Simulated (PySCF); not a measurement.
## Spectroscopy problems

No solvent model, relativity neglected, averaged over atoms made equivalent by symmetry, fast rotation or ring inversion, one conformer. GIAO PBE0/pcSseg-1 shieldings; geometry from GFN2-xTB; PySCF 2.14.

References, each an isolated molecule treated in the same way: $^{1}$H and $^{13}$C against TMS. Where no couplings were computed, multiplicities follow the n + 1 count of equivalent neighbours, and m marks all less simple cases (inequivalent or close neighbours, rings, F or P nearby). Shifts are as computed. Against solution values, carbons near 30 ppm lie about +3 ppm off and those near 130 ppm about +5 ppm. Of 1309 compounds with measured shifts, 239 miss one by over three times the rms of a fit or turn the order of signals round; such compounds aren't used in these exercises. OH and NH positions are gas-phase values without hydrogen bonding to other molecules.

(1) C5H17NSi2. $^{1}$H NMR (400 MHz, computed): δ 4.85 (s, 3H), 4.71 (q, 1H), 0.99 (s, 9H), 0.05 (d, 3H), -0.47 (br s, 1H). $^{13}$C{$^{1}$H} NMR (computed): δ 28.0 (CH3), 22.2 (C), -5.3 (CH3). Give a structure.

(2) C5H17NSi2. $^{1}$H NMR (400 MHz, computed): δ 3.29 (s, 3H), 0.90 (s, 9H), 0.22 (br s, 2H), 0.19 (s, 3H). $^{13}$C{$^{1}$H} NMR (computed): δ 28.0 (CH3), 25.2 (C), -4.3 (CH3). Identify the compound.

Answers

(1) SMILES C[Si@H](N[SiH3])C(C)(C)C. The formula gives 0 degrees of unsaturation. 3 carbon signals for 5 carbons: some carbons are equivalent by symmetry or fast rotation. Carbon types of the structure: 1 × C, 4 × CH3, leaving 5 H on heteroatoms. δC 28.0: methyl carbon; a saturated carbon with 1 carbon neighbour and no heteroatom attached. δC -5.3: methyl carbon bonded to Si; an electropositive neighbour leaves it electron-rich and shielded. δH 0.05: hydrogen on a methyl carbon bonded to Si; an electropositive neighbour shields it, as in TMS itself. δH -0.47: hydrogen on a nitrogen bonded to 2 Si; exchangeable, gas-phase position.

This is the structure that produced the data.

(2) SMILES [SiH3][Si@@](C(C)(C)C)(C)N. Rings plus π bonds: 0. 3 carbon signals for 5 carbons: some carbons are equivalent by symmetry or fast rotation. Carbon types of the structure: 1 × C, 4 × CH3, leaving 5 H on heteroatoms. δC 28.0: methyl carbon; saturated and bonded to C and H only. δC -4.3: methyl carbon bonded to Si; an electropositive neighbour leaves it electron-rich and shielded. δH 0.22: hydrogen on a nitrogen bonded to Si; labile proton, position sensitive to the medium. δH 0.19: hydrogen on a methyl carbon bonded to Si; an electropositive neighbour shields it, as in TMS itself.

This is the structure that produced the data.
